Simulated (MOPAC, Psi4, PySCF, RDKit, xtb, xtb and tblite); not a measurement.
Two geometries of SMILES OCc1cccs1 (C5H6OS), relaxed at GFN2-xTB with one dihedral held; other torsions can differ between them too.

Structure A

```
13

O      1.9204     0.5646     0.8641
C      1.9698    -0.3099    -0.2398
C      1.5259     0.3610    -1.5054
C      1.3862     1.6898    -1.7474
C      0.9643     1.9687    -3.0690
C      0.7921     0.8475    -3.8091
S      1.1370    -0.5802    -2.9085
H      1.1223     0.4011     1.3741
H      3.0213    -0.6118    -0.3498
H      1.3817    -1.2195    -0.0718
H      1.5814     2.4402    -1.0033
H      0.8002     2.9629    -3.4441
H      0.4845     0.7574    -4.8317
```

Structure B

```
13

O      1.8394     0.4208     0.9906
C      1.9954    -0.2438    -0.2436
C      0.7511    -0.9214    -0.7154
C     -0.5389    -0.5161    -0.5555
C     -1.4735    -1.4079    -1.1304
C     -0.8802    -2.4743    -1.7200
S      0.8342    -2.4195    -1.5812
H      1.0705     0.0608     1.4455
H      2.3156     0.5148    -0.9702
H      2.8017    -0.9884    -0.1604
H     -0.8178     0.3948    -0.0550
H     -2.5372    -1.2535    -1.1049
H     -1.3380    -3.2960    -2.2333
```

Problem. Which is lower in energy at the level Psi4 with DF-MP2 (frozen core)/cc-pVTZ // GFN2-xTB, and by how much?

Solution. B is lower, by 0.44 kcal/mol (dihedral H8–O1–C2–C3: 100° in A, 20° in B).

E(B) − E(A) in kcal/mol at the other levels, on the same two geometries: GFN2-xTB (xtb and tblite) -0.60; MMFF94 // GFN2-xTB (RDKit) -0.27; B3LYP/def2-TZVP // GFN2-xTB (Psi4) -0.40; B3LYP-D3(BJ)/def2-TZVP // GFN2-xTB (Psi4) -0.61; PBE/def2-TZVP // GFN2-xTB (Psi4) -0.73; PBE-D3(BJ)/def2-TZVP // GFN2-xTB (Psi4) -0.86; wB97X-D/def2-TZVP // GFN2-xTB (Psi4) -0.38; HF/cc-pVTZ // GFN2-xTB (Psi4) 0.58; UFF // GFN2-xTB (RDKit) 1.82; PM3, restricted, heats of formation // GFN2-xTB (MOPAC) -0.94; PM7, restricted, heats of formation // GFN2-xTB (MOPAC) -0.88; GFN1-xTB // GFN2-xTB (xtb) -0.60; restricted B3LYP/6-31G*, spherical d, density fitting // GFN2-xTB (PySCF) -0.36; restricted Hartree-Fock/6-31G*, spherical d, density fitting // GFN2-xTB (PySCF) 0.52; restricted B3LYP/3-21G // GFN2-xTB (PySCF) 0.71; restricted Hartree-Fock/3-21G // GFN2-xTB (PySCF) 1.49.
